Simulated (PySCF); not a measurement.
**KP: energy against distance**

Set-up: PySCF, no relativity, basis sets K aug-pcseg-1, P aug-pcseg-1. Energies in eV from K + P in their ground configurations at the same level. All curves are PBE0. state 1: ³Σ⁻ (triplet), unpaired electrons π ↑↑; state 2: Ms = 0 determinant of mixed spin (⟨S²⟩ near 1.0), unpaired electrons π ↑↓, a mixture of terms (⟨Lz²⟩ = 2.0), a second solution, started from another occupation; state 3: ³Π (triplet), unpaired electrons σ ↑, π ↑, a second solution, started from another occupation; state 4: Ms = 0 determinant of mixed spin (⟨S²⟩ near 1.0), unpaired electrons σ ↓, π ↑, a second solution, started from another occupation.

```csv
R (Å),state 1,state 2,state 3,state 4
2.612,-0.985,-0.661,-0.876,-0.5560
2.733,-1.208,-0.884,-0.974,-0.6540
2.855,-1.328,-1.003,-1.000,-0.6818
2.946,-1.369,-1.043,-0.987,-0.6701
3.037,-1.380,-1.051,-0.953,-0.6383
3.128,-1.366,-1.036,-0.903,-0.5918
3.250,-1.322,-0.988,-0.821,-0.5138
3.401,-1.239,-0.898,-0.702,-0.4000
3.584,-1.116,-0.766,-0.547,-0.2511
3.827,-0.943,-0.571,-0.336,-0.0474
```

Question: Put a parabola through the three lowest points of the state 1 curve and estimate Re, k and ωe (reduced mass 17.26 u; 1 eV/Å² = 0.16022 mdyn/Å; ωe = 1302.8·√(k/μ) cm⁻¹).

Answer: Through R = 2.946, 3.037, 3.128 Å the second-order coefficient is 1.51 eV/Å², so Re ≈ 3.032 Å, k ≈ 0.484 mdyn/Å and ωe ≈ 218 cm⁻¹. A polynomial fit of higher order to the unrounded PBE0 energies gives Re = 3.027 Å, k = 0.466 mdyn/Å, ωe = 214 cm⁻¹; anharmonicity and rounding make the difference.

The higher-order fit for each curve: state 1: Re = 3.027 Å, ωe = 214 cm⁻¹, De = 1.38 eV; state 2: Re = 3.020 Å, ωe = 218 cm⁻¹, minimum 1.05 eV below the ground-state fragments; state 3: Re = 2.851 Å, ωe = 230 cm⁻¹, minimum 1.00 eV below the ground-state fragments; state 4: Re = 2.856 Å, ωe = 225 cm⁻¹, minimum 0.68 eV below the ground-state fragments.

⟨S²⟩ of the unrestricted solution departs from its pure value on part of the curve, where spin states mix. The state was picked by a PBE0 search and need not be the measured ground state.
